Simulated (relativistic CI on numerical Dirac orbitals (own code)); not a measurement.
One change at a time: Zr XXXII

Base calculation: Dirac-Coulomb-Breit CI, separate exchange-only KLI orbitals for each configuration, a model potential for QED, unscaled Slater integrals.

CI space (outside the closed core 1s2): 2s²2p⁵, 2s2p⁶, 2p⁶3s, 2p⁶3p, 2p⁶3d, 2s²2p⁴3s, 2s²2p⁴3p, 2s²2p⁴3d, 2s2p⁵3s, 2s2p⁵3p, 2s2p⁵3d, 2s²2p⁴4s, 2s²2p⁴4p, 2s²2p⁴4d, 2s²2p⁴4f, 2s2p⁵4s, 2s2p⁵4p, 2s2p⁵4d, 2s2p⁵4f, 2s²2p³3s², 2s²2p⁴5s, 2s²2p⁴5p, 2s²2p³3s3p, 2s²2p⁴5d, 2s²2p⁴5f, 2s²2p⁴5g, 2s²2p³3p², 2s²2p³3s3d, 2s²2p³3p3d, 2s2p⁴3s², 2s²2p³3d², 2s2p⁴3s3p, 2s2p⁵5s, 2s2p⁴3p², 2s2p⁵5p, 2s2p⁴3s3d. Levels of other configurations are missing.

Variants: (1) P86 correlation estimate; (2) non-relativistic limit; (3) one mean potential for all configurations. Shifts of the energy above 2s²2p⁵ ²P°3/2, in eV, for the lowest level and the first level of each name with at least 55 % of one term (blank where a level changes its place among those of its configuration and J or its character, or is not in the variant):

| Level | Base | Δ(1) | Δ(2) | Δ(3) |
| --- | --- | --- | --- | --- |
| 2s²2p⁵ ²P°3/2 | 0.00 | 0.00 | 0.00 | 0.00 |
| 2s²2p⁵ ²P°1/2 | 88.47 | 0.00 | -88.47 | 0.00 |
| 2s2p⁶ ²S1/2 | 296.46 | +0.32 | -100.45 | +0.11 |
| 2s²2p⁴3s ⁴P5/2 | 2198.30 | +1.52 | +22.69 | +0.42 |
| 2s²2p⁴3s ²P3/2 | 2203.79 | +1.52 |  | +0.32 |
| 2s²2p⁴3p ²P°1/2 | 2274.88 | +1.68 |  | +0.32 |
| 2s²2p⁴3p ⁴D°7/2 | 2279.50 | +1.68 | -2.84 | +0.37 |
| 2s²2p⁴3s ⁴P3/2 | 2284.02 | +1.52 |  | +0.55 |
| 2s²2p⁴3s ²P1/2 | 2288.51 | +1.52 | -58.93 | +0.47 |
| 2s²2p⁴3s ²D5/2 | 2298.50 | +1.52 | -53.88 | +0.49 |
| 2s²2p⁴3s ²D3/2 | 2300.62 | +1.52 | -56.00 | +0.46 |
| 2s²2p⁴3p ⁴P°1/2 | 2339.29 | +1.68 |  | +0.49 |
| 2s²2p⁴3d ²F7/2 | 2354.22 | +1.32 |  | +0.31 |
| 2s²2p⁴3d ⁴F9/2 | 2354.46 | +1.32 | -8.30 | +0.33 |

At this charge energies of transitions that change n are usually good to better than 1 %, and those within a shell (Δn = 0) to a few per cent.

Ionisation energy from the two ground configurations alone: base 3944.94 eV; P86 correlation estimate 3946.78 eV. The NIST ASD value (semi-empirical) is 3950 eV.

LS names give the leading component of a level, which can be under half, so a name can repeat, a term be missing and a line seem to break the LS rules.
